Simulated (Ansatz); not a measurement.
`OCB[SiH3]` + `[SiH3]S` → `[SiH3]BS[SiH3]` + CH₃OH at 600 K and 1 bar (ligand exchange at a B–C bond).

Calculated with Ansatz (gas phase, PBE0-D4/def2-TZVP geometries, no zero-point term in ΔE). CBS: MP2 limit from def2 TZ/QZ plus the TZ coupled-cluster correction, frozen cores. This one scheme is used for every species. One conformer a species, not always the lowest.

| species | CCSD(T)/CBS energy (Eh) | H − E (kJ/mol) | S (J/(mol·K)) |
| --- | --- | --- | --- |
| `OCB[SiH3]` | -431.26234 | 265.7 | 432.1 |
| `[SiH3]S` | -689.27336 | 126.3 | 326.2 |
| `[SiH3]BS[SiH3]` | -1004.95639 | 237.5 | 473.8 |
| CH₃OH | -115.61712 | 163.6 | 277.3 |

H − E and S are ideal-gas, rigid-rotor, harmonic terms from PBE0-D4/def2-TZVP, for one conformer and one mirror image of each species. 1 Eh = 2625.50 kJ/mol, R = 8.31446 J/(mol·K).

Question: By hand: ΔE, ΔH, ΔS and ΔG.

Answer: ΔE = (-1004.95639) + (-115.61712) − (-431.26234) − (-689.27336) = -0.03781 Eh = -99.3 kJ/mol. Δ(H − E) = 237.5 + 163.6 − 265.7 − 126.3 = 9.1, so ΔH = -90.2 kJ/mol. ΔS = 473.8 + 277.3 − 432.1 − 326.2 = -7.2 J/(mol·K). ΔG = -90.2 − 600 × (-7.2)/1000 = -85.9 kJ/mol.

Question: By hand: the equilibrium constant, and the temperature at which ΔG would vanish if ΔH and ΔS stayed fixed.

Answer: log₁₀ K = −ΔG/(RT ln 10) = 7.5. ΔG = 0 at ΔH/ΔS = 12528 K, far beyond where these terms or the molecules hold.

The number of gas molecules stays the same, so ΔS is small and ΔH decides. A doubt of 5 kJ/mol in ΔE shifts log₁₀ K by 0.4 here. Other conformers and mirror images would add mixing entropy, several J/(mol·K) or more a flexible species. These are equilibria of isolated gas molecules and say nothing of rates. Largest T1 diagnostic: 0.015 (customary marks: 0.02 for closed shells, 0.045 for open ones).
